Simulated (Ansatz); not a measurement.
Species: C₂H₈NSi, net charge 0, doublet state. It need not be the lowest isomer of its formula. SMILES: C[Si](C)N
Geometry from a B3LYP-D3(BJ)/def2-TZVP (Ansatz, an electronic-structure program) optimisation:
```xyz
12

C      1.1411    -1.2385     0.5663
Si     0.0289    -0.0867    -0.4296
C     -1.7596    -0.1876     0.1590
N      0.5738     1.5364    -0.1224
H      0.8529    -2.2804     0.4151
H      1.0625    -1.0086     1.6335
H      2.1875    -1.1381     0.2716
H     -2.1661    -1.1865    -0.0087
H     -2.3963     0.5227    -0.3719
H     -1.8172     0.0347     1.2292
H      1.5546     1.7567    -0.2166
H      0.0121     2.3156    -0.4331
```
Charge 0, spin multiplicity 2.

Quantity: atomisation energy (electronic, to ground-state atoms), in kJ/mol. Correlated levels leave the core frozen unless marked. UHF or UKS for open shells. No spin-orbit coupling. Non-relativistic. The coupled-cluster limit lacks core correlation, which all-electron functionals hold. Basis-set limits of correlation are two-point, X^-3; Hartree-Fock from the larger set.

| level | program | atomisation energy (kJ/mol) |
|---|---|---|
| r2SCAN/def2-TZVPD | Ansatz | 4318.3 |
| BHLYP-D3(BJ)/def2-TZVPD | Ansatz + dftd3 | 4236.2 |
| r2SCANh/def2-TZVPD | Ansatz | 4299.7 |
| HSE06-D3(BJ)/def2-TZVPD | Ansatz + dftd3 | 4325.9 |
| CAM-B3LYP/def2-TZVPD | Ansatz | 4323.0 |
| LC-wPBE/def2-TZVPD | Ansatz | … |
| B2GP-PLYP-D4/def2-TZVPD | Ansatz + dftd4 | … |
| SCS-MP2/cc-pV(D+d)Z | Ansatz | 3964.1 |
| CCSD/cc-pV(D+d)Z | Ansatz | … |
| CCSD/cc-pV(Q+d)Z | Ansatz | … |
| CCSD(T)/CBS(cc-pV(T+d)Z,cc-pV(Q+d)Z) | Ansatz | 4314.3 |

### Question
Some entries are withheld; supply them.

### Answer

- LC-wPBE/def2-TZVPD, atomisation energy (kJ/mol): 4303.0
- B2GP-PLYP-D4/def2-TZVPD, atomisation energy (kJ/mol): 4255.9
- CCSD/cc-pV(D+d)Z, atomisation energy (kJ/mol): 3910.4
- CCSD/cc-pV(Q+d)Z, atomisation energy (kJ/mol): 4216.1
